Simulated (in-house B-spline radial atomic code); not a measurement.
Successive ionisation energies of krypton; each step leads to the configuration of the next row (after the last: [He] 2s2 2p2). NIST's values go from ground level to ground level; the uncertainty of those that are theory runs from under 0.1 % in few-electron ions to several per cent in heavy many-electron ones. Computed with an all-electron radial atomic-structure program (B-spline basis): non-relativistic Hartree-Fock, average of the configuration, point nuclei.

This level leaves out relativity, spin-orbit splitting included, which matters for heavy ions.

| ion | configuration | ionisation energy (eV) | tabulated value (eV) | tabulated kind | computed minus tabulated (eV) | highest orbital | largest mean radius (bohr) |
| --- | --- | --- | --- | --- | --- | --- | --- |
| Kr23+ | [Ne] 3s2 3p1 | 1035.2 | 1042 | semi-empirical | -7 | 3p | 0.45904 |
| Kr24+ | [Ne] 3s2 | ? | ? | semi-empirical | ? | ? | ? |
| Kr25+ | [Ne] 3s1 | 1186.3 | 1205.23 | semi-empirical | -19 | 3s | 0.45074 |
| Kr26+ | [He] 2s2 2p6 | ? | ? | semi-empirical | ? | ? | ? |
| Kr27+ | [He] 2s2 2p5 | 3070.8 | 3072 | semi-empirical | -1 | 2p | 0.18184 |
| Kr28+ | [He] 2s2 2p4 | 3220.2 | 3228 | semi-empirical | -8 | 2p | 0.18023 |
| Kr29+ | [He] 2s2 2p3 | 3372.4 | 3380 | semi-empirical | -8 | 2p | 0.17865 |

Question: Fill in the row of Kr24+.

Answer: ionisation energy (eV): 1132.5; tabulated value (eV): 1155; computed minus tabulated (eV): -22; highest orbital: 3s; largest mean radius (bohr): 0.4551.

Question: Fill in the row of Kr26+.

Answer: ionisation energy (eV): 2924.3; tabulated value (eV): 2928.9; computed minus tabulated (eV): -5; highest orbital: 2p; largest mean radius (bohr): 0.18347.

Question: Where is the largest jump?

Answer: From Kr25+ to Kr26+, by a factor of 2.47 (1186.3 to 2924.3 eV); the highest orbital goes from 3s to 2p.

Question: How far is this level of theory from the measured and semi-empirical values?

Answer: Over those 7 rows the differences run from -22.5 to -1.15 eV (mean absolute value 9.9 eV). The calculation leaves out relativity, correlation and, in open shells, the multiplet splittings that an average leaves out.
